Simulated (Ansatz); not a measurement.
Ansatz (a quantum-chemistry and plane-wave program) input (CCSD(T)/6-31G*):

Ansatz 0.2 input:
```yaml
crystal:
  periodic: [false, false, false]
  atoms:
    - {symbol: C, position_ang: [-0.60068091, 2.07189595, 0.08495301]}
    - {symbol: Si, position_ang: [-0.25790028, 0.44217456, -0.50797148]}
    - {symbol: C, position_ang: [-1.76555088, -0.72690895, -0.52213764]}
    - {symbol: Si, position_ang: [1.37112574, -0.93836051, 0.65769192]}
    - {symbol: H, position_ang: [0.10082178, 2.86817107, -0.16169863]}
    - {symbol: H, position_ang: [-1.02287636, 2.18519707, 1.08410327]}
    - {symbol: H, position_ang: [0.31723296, 0.43620805, -1.89882529]}
    - {symbol: H, position_ang: [-2.55524411, -0.31329213, -1.15531801]}
    - {symbol: H, position_ang: [-1.50745330, -1.72847685, -0.87915173]}
    - {symbol: H, position_ang: [-2.16799927, -0.82425931, 0.49067685]}
    - {symbol: H, position_ang: [1.02046833, -1.10634256, 2.11073055]}
    - {symbol: H, position_ang: [1.70433636, -2.35545094, 0.23604376]}
    - {symbol: H, position_ang: [2.72294771, -0.28507295, 0.70046061]}
basis:
  gaussian:
    orbitals: 6-31G*
total_charge: -1
magnetization: {spin_polarized: false}
correlation: {method: ccsd_t, electrons: outside_noble_gas}
```

End of the output:

```
integrals: 0.09 GiB planned
902 factors; integrals over basis functions are off by at most 9.0e-4 eV
0.66 GiB of device memory are held for the factors and their scratch space
mean field: 0.32 GiB planned
mean field evaluation 1: about -17922.5769 eV, gradient 2.7e1 eV
mean field evaluation 2: about -17922.6325 eV, gradient 2.7e1 eV
mean field evaluation 4: about -17925.1110 eV, gradient 3.6e0 eV
mean field evaluation 8: about -17925.1641 eV, gradient 1.5e-1 eV
mean field evaluation 16: about -17925.0859 eV, gradient 4.1e-1 eV
mean field -17925.16429139 eV, -658.7376375959 hartree, gradient 4.0e-6 eV, S^2 0.000000; 0 other end points of the search recorded, 0 dependent functions left out
12 core orbitals not correlated
reference -17925.16429139 eV, -658.7376375959 hartree; 13, 13 occupied and 61, 61 virtual orbitals, 902 factors
second order -11.82647079 eV of doubles, -0.00000000 eV of singles
coupled cluster: 0.90 GiB planned
cycle   1  -12.91844812 eV  change    -1.1e0 eV  update   1.0e-1
cycle   2  -13.42653514 eV  change   -5.1e-1 eV  update   3.4e-2
cycle   3  -13.51628499 eV  change   -9.0e-2 eV  update   1.6e-2
cycle   4  -13.51612856 eV  change    1.6e-4 eV  update   5.4e-3
cycle   5  -13.51363192 eV  change    2.5e-3 eV  update   2.8e-3
cycle   6  -13.51327679 eV  change    3.6e-4 eV  update   1.0e-3
cycle   7  -13.51320658 eV  change    7.0e-5 eV  update   3.6e-4
cycle   8  -13.51329832 eV  change   -9.2e-5 eV  update   1.5e-4
cycle   9  -13.51329987 eV  change   -1.5e-6 eV  update   4.3e-5
cycle  10  -13.51328194 eV  change    1.8e-5 eV  update   1.9e-5
perturbative correction -0.42752927 eV, -0.0157114107 hartree
Total energy: -17939.10510259 eV, -659.2499529581 hartree
```

It need not be the lowest isomer of its formula. Whether it binds its extra electron was not tested at this geometry.
